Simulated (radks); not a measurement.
Problem. These are the eigenvalues of the occupied orbitals of an atom or ion with whole-number occupations (hartree). Calculated with a radial shooting solver on a logarithmic mesh with Libxc functionals: scalar-relativistic Kohn-Sham, r2SCAN, spin-polarised, spherical densities, finite nucleus; meta-GGA in the generalised Kohn-Sham scheme; Fermi nuclear charge, rms radius of each element as measured or else 0.836 A^(1/3) + 0.57 fm.

1s up: -2254.424
1s down: -2254.424
2s up: -383.8755
2s down: -383.8754
2p up: -338.3676
2p down: -338.3674
3s up: -87.84941
3s down: -87.82642
3p up: -74.06329
3p down: -74.04027
3d up: -57.25483
3d down: -57.23723
4s up: -18.49155
4s down: -18.44538
4p up: -13.94208
4p down: -13.89651
4d up: -7.92420
4d down: -7.87897
5s up: -3.21846
5s down: -3.19932
5p up: -2.13945
5p down: -2.12685
4f up: -1.33898
4f down: -1.29817

Which element is it, and in what charge state? The configuration may be excited. Open shells, if any, are filled with parallel spins first.

Solution. Z = 70, ytterbium, charge +3: Yb3+ in [Xe] 4f13. The list shows which subshells hold electrons but not how many an open one holds; the 1s level, -2254.4 hartree, gives Z - s = 67.1 by -(Z - s)^2/2, which with screening and relativity narrows Z to a few neighbours, and the depths of the outer levels then fix element, charge and occupations together.
